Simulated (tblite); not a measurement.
Record of a relaxation.

Species: C5H7BClN.
Bonds: C1–C2, C2–C3 (triple), C3–C4, C4–C5, C5–N6 (triple), N6–B7, B7–Cl8. Hydrogens: H9, H10, H11 on C1; H12, H13 on C4; H14, H15 on B7.
Bond orders are those of one Lewis drawing.

Computed with GFN2-xTB (tblite), gas phase: L-BFGS steps from a force-field or distance-geometry start until the largest atomic force falls under 0.01 eV/Å. 10 of its 63 geometries are shown.

Step 0: E = -623.8172 eV, largest atomic force 1.065 eV/Å
```
atom  x, y, z in Å  |  force x, y, z in eV/Å
C1      2.981    1.731    0.097   -0.569  -0.145  -0.043
C2      2.036    0.675   -0.288    0.435   0.456   0.265
C3      1.282   -0.210   -0.585   -0.121   0.010  -0.065
C4      0.340   -1.263   -0.973   -0.412  -0.215   0.958
C5     -0.962   -1.027   -0.334    0.054   0.044  -0.125
N6     -1.995   -0.830    0.149    0.622  -0.028  -0.234
B7     -3.308   -0.574    0.781   -0.486  -0.225   0.125
Cl8    -3.219    0.984    1.792    0.273  -0.094  -0.158
H9      2.462    2.455    0.763    0.342  -0.473  -0.426
H10     3.321    2.255   -0.811   -0.072  -0.197   0.403
H11     3.836    1.293    0.630   -0.297   0.174  -0.222
H12     0.733   -2.251   -0.618   -0.297   0.576  -0.251
H13     0.219   -1.286   -2.058   -0.064  -0.004  -0.033
H14    -3.586   -1.492    1.492    0.324   0.019  -0.003
H15    -4.143   -0.452   -0.058    0.267   0.103  -0.192
```

Step 7: E = -623.9179 eV, largest atomic force 0.306 eV/Å
```
atom  x, y, z in Å  |  force x, y, z in eV/Å
C1      2.959    1.714    0.088    0.060   0.110   0.059
C2      2.032    0.673   -0.274   -0.103  -0.082  -0.040
C3      1.265   -0.196   -0.578    0.074   0.176   0.093
C4      0.321   -1.243   -0.939   -0.126  -0.132   0.033
C5     -0.964   -1.013   -0.333   -0.247   0.094   0.155
N6     -1.991   -0.822    0.153    0.208  -0.063  -0.114
B7     -3.324   -0.592    0.778    0.002  -0.050  -0.022
Cl8    -3.167    0.965    1.761    0.152   0.024  -0.035
H9      2.467    2.430    0.744   -0.071   0.023   0.034
H10     3.316    2.241   -0.793   -0.026  -0.015  -0.102
H11     3.814    1.297    0.613    0.061  -0.093   0.042
H12     0.706   -2.219   -0.619   -0.034  -0.011   0.110
H13     0.206   -1.280   -2.025   -0.082   0.067  -0.124
H14    -3.538   -1.510    1.502    0.057  -0.006  -0.062
H15    -4.108   -0.438   -0.101    0.074  -0.041  -0.026
```

Step 14: E = -623.9328 eV, largest atomic force 0.076 eV/Å
```
atom  x, y, z in Å  |  force x, y, z in eV/Å
C1      2.957    1.716    0.092    0.007   0.017   0.001
C2      2.024    0.678   -0.270   -0.018   0.000   0.027
C3      1.249   -0.185   -0.565    0.005  -0.020  -0.024
C4      0.312   -1.238   -0.934   -0.031  -0.009   0.004
C5     -0.966   -1.005   -0.327   -0.071   0.014   0.023
N6     -1.996   -0.832    0.149    0.010  -0.022  -0.016
B7     -3.317   -0.597    0.773   -0.003  -0.027  -0.013
Cl8    -3.103    0.968    1.741    0.056  -0.016  -0.031
H9      2.462    2.432    0.746    0.008   0.021   0.015
H10     3.305    2.230   -0.802    0.010   0.015  -0.009
H11     3.811    1.286    0.614   -0.002  -0.001   0.004
H12     0.686   -2.211   -0.592    0.029  -0.001  -0.033
H13     0.181   -1.263   -2.023    0.038  -0.015   0.011
H14    -3.521   -1.520    1.489   -0.021   0.022   0.020
H15    -4.089   -0.450   -0.116   -0.016   0.021   0.022
```

Step 21: E = -623.9401 eV, largest atomic force 0.104 eV/Å
```
atom  x, y, z in Å  |  force x, y, z in eV/Å
C1      2.950    1.725    0.100   -0.020  -0.007   0.012
C2      2.002    0.693   -0.244   -0.016  -0.034  -0.051
C3      1.248   -0.181   -0.566   -0.018   0.047   0.052
C4      0.309   -1.236   -0.933   -0.025  -0.017   0.033
C5     -0.978   -1.014   -0.334    0.056  -0.074  -0.048
N6     -2.019   -0.879    0.129   -0.004  -0.046  -0.036
B7     -3.325   -0.608    0.770    0.082   0.033  -0.009
Cl8    -2.984    0.965    1.698   -0.023  -0.015   0.001
H9      2.479    2.455    0.756   -0.023  -0.004  -0.006
H10     3.297    2.228   -0.802   -0.007  -0.002   0.006
H11     3.802    1.285    0.615    0.025  -0.001   0.009
H12     0.691   -2.210   -0.596   -0.012   0.049   0.000
H13     0.189   -1.266   -2.022    0.002   0.014  -0.004
H14    -3.552   -1.508    1.505    0.005   0.008   0.053
H15    -4.114   -0.441   -0.097   -0.024   0.048  -0.012
```

Step 28: E = -623.9452 eV, largest atomic force 0.069 eV/Å
```
atom  x, y, z in Å  |  force x, y, z in eV/Å
C1      2.943    1.728    0.107   -0.015  -0.002  -0.010
C2      1.991    0.700   -0.240   -0.009  -0.018   0.004
C3      1.224   -0.168   -0.547   -0.004   0.016   0.006
C4      0.308   -1.236   -0.933    0.004  -0.022   0.009
C5     -0.989   -1.052   -0.352    0.028  -0.011  -0.027
N6     -2.038   -0.933    0.099   -0.013   0.014   0.015
B7     -3.319   -0.611    0.765   -0.008   0.056   0.039
Cl8    -2.906    0.959    1.666    0.020   0.022   0.006
H9      2.477    2.463    0.761   -0.018  -0.025  -0.002
H10     3.289    2.228   -0.797    0.001   0.013  -0.002
H11     3.797    1.286    0.618   -0.016   0.001   0.007
H12     0.703   -2.202   -0.596    0.027  -0.008  -0.008
H13     0.202   -1.259   -2.024    0.017   0.006  -0.015
H14    -3.561   -1.482    1.529    0.000  -0.032   0.002
H15    -4.126   -0.412   -0.078   -0.014  -0.010  -0.025
```

Step 34: E = -623.9465 eV, largest atomic force 0.037 eV/Å
```
atom  x, y, z in Å  |  force x, y, z in eV/Å
C1      2.937    1.727    0.106   -0.007  -0.002   0.006
C2      1.988    0.697   -0.241    0.008   0.018   0.003
C3      1.213   -0.166   -0.541    0.004  -0.012  -0.005
C4      0.308   -1.241   -0.934    0.019   0.006  -0.017
C5     -0.992   -1.064   -0.359   -0.003   0.008   0.011
N6     -2.038   -0.936    0.097   -0.005   0.015   0.011
B7     -3.316   -0.603    0.769   -0.008  -0.015  -0.008
Cl8    -2.888    0.967    1.665    0.006  -0.008  -0.008
H9      2.465    2.457    0.762   -0.010  -0.003  -0.002
H10     3.286    2.231   -0.795   -0.017  -0.008   0.015
H11     3.791    1.287    0.620   -0.018   0.004  -0.003
H12     0.715   -2.203   -0.601    0.001  -0.025   0.000
H13     0.212   -1.257   -2.026   -0.005  -0.013  -0.015
H14    -3.560   -1.479    1.531    0.012   0.030  -0.013
H15    -4.126   -0.407   -0.075    0.025   0.006   0.026
```

Step 41: E = -623.9492 eV, largest atomic force 0.124 eV/Å
```
atom  x, y, z in Å  |  force x, y, z in eV/Å
C1      2.897    1.729    0.121    0.000   0.009   0.001
C2      1.962    0.694   -0.239   -0.023  -0.031   0.004
C3      1.203   -0.181   -0.544    0.029  -0.032  -0.046
C4      0.317   -1.265   -0.952   -0.028  -0.016   0.000
C5     -0.983   -1.088   -0.373   -0.032  -0.023  -0.016
N6     -2.025   -0.940    0.087    0.015  -0.053  -0.038
B7     -3.289   -0.579    0.774    0.017  -0.031  -0.024
Cl8    -2.796    0.979    1.639    0.004   0.101   0.071
H9      2.413    2.450    0.775   -0.004   0.019   0.020
H10     3.247    2.236   -0.776    0.008   0.032  -0.009
H11     3.750    1.290    0.637    0.013   0.015   0.027
H12     0.732   -2.226   -0.621   -0.030   0.018  -0.006
H13     0.225   -1.277   -2.046   -0.011  -0.006   0.033
H14    -3.546   -1.440    1.545    0.033  -0.026   0.038
H15    -4.112   -0.372   -0.050    0.008   0.023  -0.054
```

Step 48: E = -623.9625 eV, largest atomic force 0.074 eV/Å
```
atom  x, y, z in Å  |  force x, y, z in eV/Å
C1      2.686    1.733    0.193    0.013  -0.007   0.013
C2      1.839    0.648   -0.234    0.008  -0.055  -0.026
C3      1.201   -0.294   -0.611    0.011   0.031  -0.002
C4      0.351   -1.399   -1.043   -0.024   0.010  -0.002
C5     -0.939   -1.196   -0.450    0.003   0.012  -0.002
N6     -1.946   -0.950    0.045   -0.020   0.000   0.017
B7     -3.123   -0.452    0.796    0.027   0.049   0.033
Cl8    -2.440    1.092    1.587    0.000  -0.063  -0.038
H9      2.127    2.402    0.846   -0.034  -0.003  -0.013
H10     3.045    2.289   -0.671   -0.007   0.017   0.004
H11     3.537    1.332    0.741    0.046   0.021   0.024
H12     0.773   -2.357   -0.719   -0.037   0.033  -0.010
H13     0.253   -1.396   -2.135    0.017  -0.031   0.001
H14    -3.393   -1.262    1.616   -0.017   0.004   0.003
H15    -3.974   -0.183    0.018    0.014  -0.018  -0.004
```

Step 55: E = -623.9662 eV, largest atomic force 0.064 eV/Å
```
atom  x, y, z in Å  |  force x, y, z in eV/Å
C1      2.600    1.729    0.227   -0.007  -0.007  -0.004
C2      1.807    0.615   -0.233    0.007  -0.019  -0.017
C3      1.188   -0.328   -0.639    0.044   0.036   0.009
C4      0.354   -1.442   -1.082    0.003   0.000   0.006
C5     -0.934   -1.234   -0.488    0.000   0.016   0.001
N6     -1.924   -0.971    0.031    0.055  -0.020  -0.025
B7     -3.047   -0.398    0.809   -0.026   0.004   0.012
Cl8    -2.252    1.113    1.536    0.016   0.025   0.009
H9      1.991    2.367    0.867   -0.011  -0.033  -0.005
H10     2.954    2.315   -0.621   -0.008  -0.011  -0.007
H11     3.457    1.369    0.794   -0.014   0.003   0.003
H12     0.773   -2.398   -0.751    0.007   0.001   0.023
H13     0.268   -1.452   -2.174   -0.003   0.019  -0.020
H14    -3.335   -1.174    1.655   -0.028  -0.016   0.019
H15    -3.903   -0.103    0.048   -0.034   0.003  -0.005
```

Step 62: E = -623.9673 eV, largest atomic force 0.009 eV/Å
```
atom  x, y, z in Å  |  force x, y, z in eV/Å
C1      2.607    1.728    0.224   -0.004   0.000  -0.002
C2      1.824    0.609   -0.239    0.007   0.005  -0.002
C3      1.200   -0.329   -0.647    0.001   0.000   0.004
C4      0.355   -1.437   -1.083    0.005   0.000   0.004
C5     -0.931   -1.221   -0.487    0.001   0.005   0.008
N6     -1.920   -0.965    0.038   -0.001  -0.001  -0.005
B7     -3.055   -0.402    0.811    0.000   0.002  -0.002
Cl8    -2.274    1.115    1.546    0.001  -0.003  -0.003
H9      1.987    2.356    0.862   -0.001  -0.006  -0.004
H10     2.958    2.315   -0.623    0.003   0.002   0.005
H11     3.465    1.375    0.796   -0.005  -0.002  -0.004
H12     0.768   -2.393   -0.745    0.004  -0.008   0.000
H13     0.268   -1.451   -2.175   -0.006   0.004  -0.002
H14    -3.347   -1.181    1.654    0.000   0.000  -0.002
H15    -3.909   -0.112    0.045   -0.005   0.001   0.004
```

Q: Summarise the path.

A: The energy falls by 3.46 kcal/mol from step 0 to step 62; nine tenths of that is first reached at step 43. It falls at every step. The largest force goes from 1.065 to 0.009 eV/Å. Among the bonds C4–C5 changes most, from 1.469 to 1.434 Å; the atoms move by 0.406 Å rms after alignment.

Q: Follow the three bonds and two angles with the largest change from start to end.

A: 
| step | E above end (kcal/mol) | largest force (eV/Å) | C4–C5 (Å) | C1–C2 (Å) | C4–H12 (Å) | C5–N6–B7 (°) | N6–B7–Cl8 (°) |
| --- | --- | --- | --- | --- | --- | --- | --- |
| 0 | 3.46 | 1.065 | 1.469 | 1.469 | 1.121 | 179.3 | 109.6 |
| 3 | 1.89 | 0.311 | 1.442 | 1.447 | 1.096 | 179.6 | 108.0 |
| 5 | 1.56 | 1.394 | 1.452 | 1.442 | 1.101 | 179.3 | 106.7 |
| 8 | 0.96 | 0.213 | 1.435 | 1.443 | 1.095 | 179.4 | 105.3 |
| 11 | 0.85 | 0.171 | 1.436 | 1.443 | 1.098 | 179.8 | 104.4 |
| 13 | 0.81 | 0.064 | 1.435 | 1.441 | 1.098 | 179.5 | 104.5 |
| 16 | 0.76 | 0.107 | 1.431 | 1.442 | 1.095 | 178.8 | 104.4 |
| 19 | 0.68 | 0.125 | 1.433 | 1.444 | 1.097 | 177.0 | 103.0 |
| 22 | 0.61 | 0.093 | 1.437 | 1.443 | 1.098 | 175.2 | 102.0 |
| 24 | 0.57 | 0.107 | 1.434 | 1.443 | 1.097 | 174.2 | 102.2 |
| 27 | 0.52 | 0.070 | 1.433 | 1.444 | 1.096 | 172.4 | 102.2 |
| 30 | 0.49 | 0.035 | 1.435 | 1.443 | 1.098 | 171.9 | 102.1 |
| 32 | 0.48 | 0.033 | 1.434 | 1.443 | 1.097 | 171.9 | 102.2 |
| 35 | 0.47 | 0.032 | 1.433 | 1.443 | 1.096 | 172.5 | 102.0 |
| 38 | 0.46 | 0.056 | 1.435 | 1.442 | 1.097 | 172.8 | 101.7 |
| 40 | 0.44 | 0.078 | 1.435 | 1.441 | 1.098 | 172.4 | 101.4 |
| 43 | 0.34 | 0.163 | 1.431 | 1.442 | 1.095 | 170.6 | 101.0 |
| 46 | 0.15 | 0.132 | 1.431 | 1.443 | 1.094 | 170.3 | 101.6 |
| 49 | 0.10 | 0.095 | 1.435 | 1.441 | 1.097 | 170.8 | 101.8 |
| 51 | 0.07 | 0.074 | 1.434 | 1.442 | 1.095 | 169.1 | 101.5 |
| 54 | 0.03 | 0.071 | 1.433 | 1.443 | 1.095 | 168.5 | 101.4 |
| 57 | 0.01 | 0.033 | 1.434 | 1.442 | 1.096 | 168.6 | 101.1 |
| 59 | 0.00 | 0.039 | 1.434 | 1.442 | 1.096 | 169.1 | 101.1 |
| 62 | 0.00 | 0.009 | 1.434 | 1.442 | 1.095 | 168.8 | 101.2 |

The cost below is that of the whole relaxation. On Arm Neoverse N1, one thread, shared host with 64 logical CPUs at a one-minute load of 61, this took 0.7 s wall.
